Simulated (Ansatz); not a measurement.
`[Cl][In]([Cl])[I]` + `[F][Sn]([F])([F])[SiH3]` → `[SiH3][In]([Cl])[Cl]` + `[F][Sn]([F])([F])[I]`  (redistribution)

Program: Ansatz. Geometries: PBE0-D4/def2-TZVP. ΔE: electronic, gas phase. CCSD(T)/CBS is the MP2 limit (def2-TZVPP, def2-QZVPP) plus CCSD(T) − MP2 in def2-TZVPP, frozen cores. def2 core potentials past Kr. For I, In, Sn outer-core shells are correlated without core-valence functions, which leaves a few kJ/mol of doubt a bond.

`[Cl][In]([Cl])[I]`:

Cartesian coordinates in Å:
```
Cl 1.322 -1.460 1.245
In -0.013 -0.016 0.049
Cl -1.944 0.711 1.069
I 0.636 0.766 -2.363
```

`[F][Sn]([F])([F])[SiH3]`:

```xyz
8

F    -2.461   -0.330   -0.768
Sn   -0.784   -0.821   -0.013
F    -1.255   -1.503    1.700
F    -0.301   -2.380   -0.992
Si    0.983    1.031    0.014
H     0.422    2.134    0.826
H     2.194    0.442    0.628
H     1.202    1.426   -1.395
```

`[SiH3][In]([Cl])[Cl]`:

Z-matrix (Å, degrees):
```
Si
In 1 2.553
H 1 1.484 2 107.9
H 1 1.483 2 109.3 3 -120.1
H 1 1.484 2 108.4 3 119.2
Cl 2 2.327 1 124.2 3 -70.6
Cl 2 2.326 1 125.3 3 109.0
```

`[F][Sn]([F])([F])[I]`:

```xyz
5

F    -1.572   -0.395   -1.028
Sn   -0.063   -0.014    0.041
F    -0.573    1.433    1.141
F     0.124   -1.492    1.201
I     2.083    0.469   -1.356
```

| species | CCSD(T)/CBS(def2) energy (Eh) |
| --- | --- |
| `[Cl][In]([Cl])[I]` | -1406.96832 |
| `[F][Sn]([F])([F])[SiH3]` | -804.39187 |
| `[SiH3][In]([Cl])[Cl]` | -1400.35957 |
| `[F][Sn]([F])([F])[I]` | -810.98500 |

Question: Work out ΔE.

Answer: ΔE = (-1400.35957) + (-810.98500) − (-1406.96832) − (-804.39187) = 0.01562 Eh = +9.8 kcal/mol.

Largest T1 diagnostic among the species: 0.015.

From BLYP to BHLYP (50 % exact exchange), in def2-TZVPP and without D4, ΔE moves by +1.5 kcal/mol. Leaving LDA and LC-ωPBE aside and taking each functional with its dispersion term where it has one, the values, not all of them listed here, spread over 2.2 kcal/mol, from B97M-V to BHLYP-D4.
